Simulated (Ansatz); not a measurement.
CClNSi, SMILES `N#C[Si]Cl` (excited triplet) (charge 0, multiplicity 3). This triplet is an excited state, 1.73 eV above the relaxed singlet at the level B3LYP/cc-pVTZ // PBE0-D3(BJ)/def2-TZVP (Ansatz, a program for electronic structure).

These are frozen-core CCSD(T)/cc-pVTZ // PBE0-D3(BJ)/def2-TZVP in Ansatz values and carry that method's errors.

Ansatz 0.2 input:
```yaml
crystal:
  periodic: [false, false, false]
  atoms:
    - { symbol: N, position_ang: [-2.047283, -0.284623, -0.006245] }
    - { symbol: C, position_ang: [-0.945439, 0.076604, 0.008149] }
    - { symbol: Si, position_ang: [0.719657, 0.755539, 0.036458] }
    - { symbol: Cl, position_ang: [2.273065, -0.547521, -0.038362] }
basis:
  gaussian: { orbitals: cc-pVTZ }
correlation:
  method: ccsd_t
magnetization:
  spin_polarized: true
  initial_magnetization: 2
```

Output:

```
Functional definition: HF
780 factors; integrals over basis functions are off by at most 1.0e-3 eV
mean field evaluation 1: about -22873.6333 eV, gradient 2.6e1 eV
mean field evaluation 2: about -22873.6441 eV, gradient 2.6e1 eV
mean field evaluation 4: about -22878.3938 eV, gradient 4.6e0 eV
mean field evaluation 8: about -22878.8660 eV, gradient 3.2e-1 eV
mean field evaluation 16: about -22878.8872 eV, gradient 2.4e-3 eV
mean field evaluation 32: about -22878.8807 eV, gradient 1.9e-1 eV
mean field evaluation 64: about -22875.5196 eV, gradient 1.5e-2 eV
mean field evaluation 96: about -22875.5142 eV, gradient 1.5e-2 eV
mean field evaluation 128: about -22875.5196 eV, gradient 1.5e-2 eV
mean field evaluation 160: about -22874.7172 eV, gradient 3.0e-1 eV
mean field evaluation 192: about -22873.5168 eV, gradient 2.7e-3 eV
mean field -22878.88718633 eV, -840.7835962309 hartree, gradient 2.9e-6 eV, S^2 2.130496; 5 other end points of the search recorded, 0 dependent functions left out
determinant -22878.88718633 eV, -840.7835962309 hartree, with singles and doubles -22895.51716281 eV, -841.3947365944 hartree
determinant -22875.51964299 eV, -840.6598412956 hartree, with singles and doubles -22892.51972879 eV, -841.2845829259 hartree
determinant -22875.51421180 eV, -840.6596417033 hartree, with singles and doubles -22891.72560274 eV, -841.2553993319 hartree
12 core orbitals not correlated
reference -22878.88718633 eV, -840.7835962309 hartree; 11, 9 occupied and 105, 107 virtual orbitals, 780 factors
second order -15.66968694 eV of doubles, -0.00000000 eV of singles
cycle   1  -16.52833931 eV  change   -9.7e-1 eV  update   2.4e-2
cycle   2  -16.57461796 eV  change   -4.6e-2 eV  update   6.1e-3
cycle   3  -16.57098067 eV  change    3.6e-3 eV  update   3.1e-3
cycle   4  -16.57596009 eV  change   -5.0e-3 eV  update   1.6e-3
cycle   5  -16.57776424 eV  change   -1.8e-3 eV  update   7.2e-4
cycle   6  -16.57819698 eV  change   -4.3e-4 eV  update   3.2e-4
cycle   7  -16.57858311 eV  change   -3.9e-4 eV  update   1.3e-4
cycle   8  -16.57866473 eV  change   -8.2e-5 eV  update   6.3e-5
cycle   9  -16.57864755 eV  change    1.7e-5 eV  update   2.7e-5
cycle  10  -16.57864417 eV  change    3.4e-6 eV  update   1.2e-5
perturbative correction -0.86489923 eV, -0.0317844603 hartree
Total energy: -22896.33072972 eV, -841.4246346270 hartree
```
